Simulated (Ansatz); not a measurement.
Method: Ansatz (a program for electronic structure) with frozen-core CCSD(T)/cc-pVTZ // PBE0-D3(BJ)/def2-TZVP.

Ansatz 0.2 input:
```yaml
crystal:
  periodic: [false, false, false]
  atoms:
    - { symbol: F, position_ang: [1.405849, -0.809121, 0.003696] }
    - { symbol: Al, position_ang: [-0.000066, 0.032452, -0.000034] }
    - { symbol: F, position_ang: [-1.402545, -0.814837, -0.002904] }
    - { symbol: H, position_ang: [-0.003238, 1.591504, -0.000758] }
basis:
  gaussian: { orbitals: cc-pVTZ }
correlation:
  method: ccsd_t
```

Output:

```
Functional definition: HF
664 factors; integrals over basis functions are off by at most 2.0e-3 eV
mean field evaluation 1: about -12014.0738 eV, gradient 4.1e1 eV
mean field evaluation 2: about -12014.0859 eV, gradient 4.1e1 eV
mean field evaluation 4: about -12016.9595 eV, gradient 1.6e0 eV
mean field evaluation 8: about -12016.9742 eV, gradient 6.1e-2 eV
mean field evaluation 16: about -12016.9556 eV, gradient 3.3e-1 eV
mean field -12016.97425011 eV, -441.6156582939 hartree, gradient 4.8e-6 eV, S^2 0.000000; 0 other end points of the search recorded, 0 dependent functions left out
7 core orbitals not correlated
reference -12016.97425011 eV, -441.6156582939 hartree; 9, 9 occupied and 92, 92 virtual orbitals, 664 factors
second order -15.93086134 eV of doubles, -0.00000000 eV of singles
cycle   1  -15.67964516 eV  change    2.5e-1 eV  update   8.4e-2
cycle   2  -15.99815512 eV  change   -3.2e-1 eV  update   2.5e-2
cycle   3  -16.08498855 eV  change   -8.7e-2 eV  update   1.3e-2
cycle   4  -16.07000144 eV  change    1.5e-2 eV  update   2.7e-3
cycle   5  -16.06788503 eV  change    2.1e-3 eV  update   1.2e-3
cycle   6  -16.06889104 eV  change   -1.0e-3 eV  update   3.4e-4
cycle   7  -16.06879592 eV  change    9.5e-5 eV  update   9.9e-5
cycle   8  -16.06873301 eV  change    6.3e-5 eV  update   2.8e-5
cycle   9  -16.06873765 eV  change   -4.6e-6 eV  update   1.0e-5
perturbative correction -0.43410063 eV, -0.0159529039 hartree
Total energy: -12033.47708839 eV, -442.2221264146 hartree
```

Cost: around 8 core-seconds (rough).
